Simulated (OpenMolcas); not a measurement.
# Ni4+, Pd4+, Pt4+: d⁶ down the group

| Quantity | Value |
| --- | --- |
| Program | OpenMolcas |
| Method | SS-CASPT2, IPEA 0.25 Eh, imaginary shift 0.1 Eh |
| Basis | ANO-RCC-VQZP |
| Scalar Hamiltonian | DKH2, point nucleus |
| Spin-orbit coupling | state interaction with AMFI integrals over the reference wave functions, term energies averaged over their components |

Active space for each ion: 6 electrons in 10 orbitals (d d); closed shells correlated by CASPT2: Ni4+ 3s 3p; Pd4+ 4s 4p; Pt4+ 5s 5p.

Computed levels in cm-1 above ⁵D₄:

| Level | Ni4+ | Pd4+ | Pt4+ |
| --- | --- | --- | --- |
| ⁵D₃ | 821 | 1964 | 7600 |
| ⁵D₁ | 1732 | 3710 | 10780 |
| ⁵D₀ | 1905 | 4050 | 10890 |
| ³H₆ | 27670 | 20120 | 22240 |
| ³H₅ | 28030 | 20400 | 34490 |
| ³P₁(1) | 29020 | 25340 | 42200 |
| ³F₂(1) | 30320 | 23470 | 26630 |
| ³G₅ | 33810 | 25430 | 21700 |
| ³G₄ | 34550 | 26920 | 33650 |
| weight of ⁵D in the lowest level (%) | 100 | 98 | 79 |

Mixed levels, with the weight of the term that names them: Pt4+ ⁵D₀ (74 %), Pt4+ ³H₅ (52 %), Pt4+ ³P₁(1) (72 %), Pt4+ ³F₂(1) (67 %), Pt4+ ³G₅ (52 %), Pt4+ ³G₄ (56 %).

Measured, with the error of the calculation in %. Measured levels: Ni4+ from Corliss and Sugar, J. Phys. Chem. Ref. Data 10, 197 (1981).

| Level | Ni4+ |
| --- | --- |
| ⁵D₃ | 890 (-7.7) |
| ⁵D₁ | 1872 (-7.4) |
| ⁵D₀ | 2058 (-7.4) |
| ³H₆ | 27111 (+2.1) |
| ³H₅ | 27578 (+1.6) |
| ³P₁(1) | 28698 (+1.1) |
| ³F₂(1) | 29899 (+1.4) |
| ³G₅ | 33256 (+1.7) |
| ³G₄ | 34062 (+1.4) |

The fine-structure level ⁵D₀ changes by a factor of 5.72 from Ni4+ to Pt4+.

Without spin-orbit coupling ³H lies 27250, 19140, 17610 cm-1 above ⁵D in that order; the difference to the level ³H₆, of either sign, comes from spin-orbit coupling, which also lowers the zero.

CASPT2 breaks the degeneracy within a term, and the mean is taken; among the terms shown or strongly mixed into the levels shown the widest spread is 190 cm-1 (5d⁶ ¹G(1), Pt4+). Active for correlation alone: 4d; no level in the range computed is led by a configuration that fills it, so any true level of that kind is missing (holds for Ni4+). Active for correlation alone: 5d; no level in the range computed is led by a configuration that fills it, so any true level of that kind is missing (holds for Pd4+). Active for correlation alone: 6d; no level in the range computed is led by a configuration that fills it, so any true level of that kind is missing (holds for Pt4+). Measured partners are found by configuration, term and J. A level has none where our copy of the source lacks it or the pairing is in doubt (some pairs that miss far off the trend of their configuration count as doubtful), and it then counts in no deviation. Only configurations of the active space appear.

A number in round brackets counts repeated terms of one configuration in the order of the reference energies.
